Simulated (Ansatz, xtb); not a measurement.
## C3H5BN2S: which of two isomers lies lower

We compare X, `Bc1[nH]ncc1S`, a singlet, with Y, `Bc1n[nH]cc1S`, a singlet. Both are isolated molecules in the gas phase, relaxed with B3LYP/def2-SVP; the shapes shown needn't be the lowest conformers.

X (Å):

```csv
atom,x (Å),y (Å),z (Å)
C,-0.7955,0.0086,-0.0822
C,0.3701,-1.9090,0.1267
C,0.5053,-0.5039,0.1559
B,-1.3599,1.4075,-0.1817
N,-1.5645,-1.1357,-0.2267
N,-0.8994,-2.2631,-0.1075
S,2.0159,0.3443,0.4361
H,-2.5374,1.5682,-0.3976
H,-0.6489,2.3727,-0.0481
H,-2.5622,-1.1577,-0.4102
H,1.1368,-2.6700,0.2654
H,1.5033,1.5923,0.3451
```

Y (Å):

```yaml
atoms:
  - { symbol: C, position_ang: [-0.9165, 0.1292, -0.0696] }
  - { symbol: C, position_ang: [0.3108, -1.6838, 0.4446] }
  - { symbol: C, position_ang: [0.4303, -0.3934, -0.0381] }
  - { symbol: B, position_ang: [-1.4446, 1.4934, -0.5030] }
  - { symbol: N, position_ang: [-1.7723, -0.8264, 0.3782] }
  - { symbol: N, position_ang: [-1.0278, -1.8701, 0.6697] }
  - { symbol: S, position_ang: [1.9491, 0.3747, -0.4958] }
  - { symbol: H, position_ang: [-0.6917, 2.3509, -0.9030] }
  - { symbol: H, position_ang: [-2.6240, 1.7265, -0.4489] }
  - { symbol: H, position_ang: [-1.4679, -2.7121, 1.0273] }
  - { symbol: H, position_ang: [1.0448, -2.4617, 0.6408] }
  - { symbol: H, position_ang: [1.3960, 1.5533, -0.8584] }
```

Task: Which of the two would you expect CCSD(T)/def2-SVP + ΔMP2/def2-TZVPP electronic energies to favour?

Result: Structure X; the calculation gives E(Y) − E(X) = +18.2 kJ/mol.

The same difference at several levels:

```json
{"level": "GFN2-xTB", "geometry": "GFN2-xTB", "E(Y) − E(X) (kJ/mol)": "+19.3", "departure from the last row (kJ/mol)": "+1.1", "job, with rough time for the two": "optimisation, 0.53 s"}
{"level": "HF/STO-3G", "geometry": "GFN2-xTB", "E(Y) − E(X) (kJ/mol)": "+20.3", "departure from the last row (kJ/mol)": "+2.1", "job, with rough time for the two": "single point, 0.72 s"}
{"level": "r2SCAN-D4/def2-SVP", "geometry": "GFN2-xTB", "E(Y) − E(X) (kJ/mol)": "+23.9", "departure from the last row (kJ/mol)": "+5.7", "job, with rough time for the two": "single point, 5.3 s"}
{"level": "B3LYP/def2-SVP", "geometry": "B3LYP/def2-SVP", "E(Y) − E(X) (kJ/mol)": "+21.7", "departure from the last row (kJ/mol)": "+3.5", "job, with rough time for the two": "optimisation, 55 s"}
{"level": "HF/def2-SVP", "geometry": "B3LYP/def2-SVP", "E(Y) − E(X) (kJ/mol)": "+15.9", "departure from the last row (kJ/mol)": "−2.4", "job, with rough time for the two": "part of the CCSD(T) run"}
{"level": "MP2/def2-SVP", "geometry": "B3LYP/def2-SVP", "E(Y) − E(X) (kJ/mol)": "+20.1", "departure from the last row (kJ/mol)": "+1.8", "job, with rough time for the two": "part of the CCSD(T) run"}
{"level": "CCSD(T)/def2-SVP", "geometry": "B3LYP/def2-SVP", "E(Y) − E(X) (kJ/mol)": "+18.8", "departure from the last row (kJ/mol)": "+0.6", "job, with rough time for the two": "single point"}
{"level": "CCSD(T)/def2-SVP + ΔMP2/def2-TZVPP", "geometry": "B3LYP/def2-SVP", "E(Y) − E(X) (kJ/mol)": "+18.2", "departure from the last row (kJ/mol)": "", "job, with rough time for the two": "single point, 74 s"}
```

As drawn, both hold the same kinds of bond in the same numbers.

None of the levels shown reverses the order. The largest departure from CCSD(T)/def2-SVP + ΔMP2/def2-TZVPP is that of r2SCAN-D4/def2-SVP, 5.7 kJ/mol. The last row adds to CCSD(T) the change of the MP2 difference between the two basis sets, here −0.6 kJ/mol.

With thermal terms from frequencies at re-optimised GFN2-xTB minima (ideal gas, soft modes damped towards free rotors, one conformer each, 298.15 K, 1 atm): the zero-point term adds −1.0 kJ/mol; ΔH is +17.5 and ΔG +17.0 kJ/mol.

The correlated steps freeze 11 core orbitals. Run with Ansatz 0.2.0, xtb 6.7.1; the last row on 2 threads of Intel(R) Xeon(R) Platinum 8259CL CPU @ 2.50GHz (Skylake/Cascade Lake) on a shared host.
